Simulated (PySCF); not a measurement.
**Dipole moment and polarisability of `CN(C=O)C(C)(C)C`**

C6H13NO.
Geometry (PBE0-D3(BJ)/def2-SVP, Å), atoms numbered from 1 in this order:
```
atom  x, y, z in Å
C1     1.895   -0.254   -0.065
N2     0.817    0.578    0.416
C3     1.151    1.670    1.157
O4     2.277    2.010    1.453
C5    -0.609    0.280    0.137
C6    -0.730   -0.988   -0.709
C7    -1.354    0.050    1.457
C8    -1.236    1.440   -0.645
H9     2.827    0.203    0.289
H10    1.922   -0.304   -1.165
H11    1.835   -1.281    0.329
H12    0.262    2.253    1.484
H13   -1.794   -1.185   -0.900
H14   -0.231   -0.884   -1.682
H15   -0.317   -1.868   -0.196
H16   -1.359    0.950    2.089
H17   -0.881   -0.763    2.028
H18   -2.402   -0.227    1.266
H19   -2.282    1.213   -0.900
H20   -1.230    2.376   -0.067
H21   -0.682    1.615   -1.579
```

Level: wB97X-D/def2-SVPD (PySCF), static field, nuclei fixed, core orbitals frozen in the response. The polarisability tensor in these axes (au):

```
x   91.16  4.06  3.79
y    4.06 83.99  7.42
z    3.79  7.42 78.23
```

Task: Give the principal values, the mean and the anisotropy Δα = √{½[(α1 − α2)² + (α2 − α3)² + (α1 − α3)²]}.

Result: Principal values 73.11, 84.55 and 95.72 au; mean 84.46 au = 12.52 Å³ = 13.93 × 10⁻⁴⁰ C²·m²/J; Δα = 19.58 au (23 % of the mean).

Task: What is the dipole moment, and where does it point?

Result: (-3.41, -2.34, -1.75) D, 4.50 D in size, pointing from the negative to the positive side. Measured along this direction, the outermost atoms are O4 at the negative end and H13 at the positive end.

Task: Give the principal axes and the span of the nuclei along them.

Result: Largest value along (0.77, 0.51, 0.38), where the nuclei span 5.67 Å; middle along (-0.63, 0.66, 0.40), 4.21 Å; least along (-0.05, -0.55, 0.83), 4.33 Å. 

Task: Orientational against electronic polarisability at 273 K (dilute gas, rigid molecules)?

Result: In Gaussian units μ²/3kT = 178.82 Å³ against 12.52 Å³, a ratio of 14.29; the Debye molar polarisation (4π/3)N_A(α + μ²/3kT) is 482.7 cm³/mol, leaving out the vibrational part.

Task: Rayleigh depolarisation ratio (linearly polarised light, static tensor)?

Result: ρ = 3Δα²/(45ᾱ² + 4Δα²) = 1150.5/(321005 + 1534.0) = 0.00357.

Task: What molar refraction does this α imply?

Result: Lorentz–Lorenz: R = (4π/3)N_A α = 2.5225 cm³/(mol·Å³) × 12.52 Å³ = 31.6 cm³/mol, in the limit of long wavelengths.

Task: Refractivity n − 1 of an ideal gas of it at 298.15 K and 1 atm, from the electronic α?

Result: N = p/kT = 2.4615 × 10¹⁹ cm⁻³, so n − 1 = 2π × N × 12.52 × 10⁻²⁴ cm³ = 1936 × 10⁻⁶ at long wavelengths.

Geometry: PBE0-D3(BJ)/def2-SVP, one conformer, isolated molecule.

The run behind these numbers computed excited states as well. On one thread of an Arm Neoverse V2, no GPU, on a shared host, this took 85 s.
